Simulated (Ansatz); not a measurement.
One change: `CC(C)[Si]N` becomes `C[CH](C)[Sn][OH]`.

Ansatz, PBE0-D4/def2-TZVP geometries, multiplicity 1. Each molecule was computed in one conformer, which needn't be the lowest.

Elements past krypton have def2 core potentials.

| property | `CC(C)[Si]N` |
| --- | --- |
| HOMO–LUMO gap (PBE0/def2-TZVPP) / eV | 4.81 |
| zero-point energy (PBE0-D4/def2-TZVP) / kJ/mol | 315.1 |
| size of the dipole moment (PBE/def2-TZVPP) / D | 1.95 |
| LUMO energy (ωB97M-V/def2-TZVPP) / eV | 0.87 |
| ideal-gas entropy at 298 K and 1 bar (rigid rotor, harmonic PBE0-D4/def2-TZVP) / J/(mol·K) | 349 |
| HOMO–LUMO gap (ωB97M-V/def2-TZVPP) / eV | 8.83 |

Give the same properties after the change, and the shifts. (Best estimate.)

Computed: 
| property | `C[CH](C)[Sn][OH]` | shift |
| --- | --- | --- |
| HOMO–LUMO gap (PBE0/def2-TZVPP) / eV | 3.89 | -0.92 |
| zero-point energy (PBE0-D4/def2-TZVP) / kJ/mol | 276.2 | -38.9 |
| size of the dipole moment (PBE/def2-TZVPP) / D | 1.93 | -0.02 |
| LUMO energy (ωB97M-V/def2-TZVPP) / eV | -0.43 | -1.30 |
| ideal-gas entropy at 298 K and 1 bar (rigid rotor, harmonic PBE0-D4/def2-TZVP) / J/(mol·K) | 379 | 30 |
| HOMO–LUMO gap (ωB97M-V/def2-TZVPP) / eV | 7.66 | -1.17 |

With PBE0 the HOMO falls by 0.17 eV and the LUMO falls by 1.09 eV, so the gap narrows by about 0.92 eV. PBE moves the HOMO by -0.21 eV and ωB97M-V by -0.13 eV. The zero-point energy changes by -38.9 kJ/mol with -3 modes. Dipoles are sizes alone; their direction can turn. Modes under 60 cm⁻¹, often nearly free rotors, make the harmonic entropy too high.
